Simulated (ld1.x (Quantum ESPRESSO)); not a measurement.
# W (Z = 74), TM: configuration errors across variants

| Quantity | Value |
| --- | --- |
| Element | tungsten (W) |
| Generator | ld1.x (Quantum ESPRESSO) 7.5 |
| Type | norm-conserving Troullier–Martins (Kleinman–Bylander form) |
| Functional | LDA (PZ) |
| Relativity | scalar-relativistic |
| Frozen core | [Xe] 4f14 |
| Valence charge | 6 |
| Reference configuration | 5d4 6s0 6p0 (charge +2) |
| Partial waves | 6s (bound, empty): rc 2.70 bohr; 5d (bound): rc 2.55 bohr; 6p (bound, empty): rc 2.75 bohr |
| Local potential | the p channel |
| Core correction | none |

All-electron excitation energies from the reference (eV): (1) 5d4 6s2 6p0 -25.160; (2) 5d4 6s1 6p0 -16.026; (3) 5d3 6s0 6p0 25.705; (4) 5d5 6s0 6p0 -15.175; (5) 5d3 6s2 6p0 -16.100; (6) 5d2 6s0 6p0 63.246; (7) 5d5 6s1 6p0 -23.611; (8) 5d4 6s0 6p0 spin -2.364; (9) 5d4 6s2 6p0 spin -27.094.

Spin tests fill each open shell by Hund’s rule, majority spin first.

A true bound ghost makes a file unfit for plane-wave use even where its test errors are small: the radial tests pick states by their node count and pass the ghost by.

Errors AE − PS in meV (a dash: test not solved or not reliable):

| change | (1) | (2) | (3) | (4) | (5) | (6) | (7) | (8) | (9) | bound ghosts |
| --- | --- | --- | --- | --- | --- | --- | --- | --- | --- | --- |
| base | +79 | +28 | -52 | -57 | +33 | -67 | -8.0 | +2808 | +2290 | none |
| all radii scaled by about 0.82 (s 2.22, p 2.28, d 2.10 bohr) | +71 | +28 | -43 | -37 | +34 | -71 | +4.2 | +2818 | +2245 | s |
| all radii scaled by about 0.90 (s 2.42, p 2.46, d 2.28 bohr) | +56 | +24 | -50 | -47 | +19 | -87 | -18 | +2817 | +2216 | s |
| all radii scaled by about 1.05 (s 2.84, p 2.88, d 2.68 bohr) | +72 | +26 | -46 | -56 | +47 | -29 | -18 | +2800 | +2263 | none |
| all radii scaled by about 1.08 (s 2.94, p 2.98, d 2.76 bohr) | +65 | +23 | -42 | -55 | +56 | -5.0 | -27 | +2794 | +2240 | none |
| all radii scaled by about 1.19 (s 3.22, p 3.28, d 3.04 bohr) | +49 | +16 | -15 | -46 | +100 | +140 | -43 | +2757 | +2170 | none |
| all radii scaled by about 1.26 (s 3.40, p 3.48, d 3.22 bohr) | +36 | +9.1 | +4.9 | -38 | +124 | +242 | -52 | +2728 | +2122 | none |
| all radii scaled by about 1.29 (s 3.50, p 3.56, d 3.30 bohr) | +27 | +4.7 | +16 | -33 | +136 | +302 | -57 | +2711 | +2094 | none |
| all radii scaled by about 1.37 (s 3.70, p 3.78, d 3.50 bohr) | +4.7 | -6.4 | +44 | -21 | +156 | +441 | -67 | +2670 | +2027 | none |

Question: Give the same row for: all radii scaled by about 0.73 (s 1.98, p 2.02, d 1.88 bohr).

Answer: +111, +42, -37, -29, +116, -58, +22, +2819, +2284; bound ghosts: s, p (extra level of the local part).
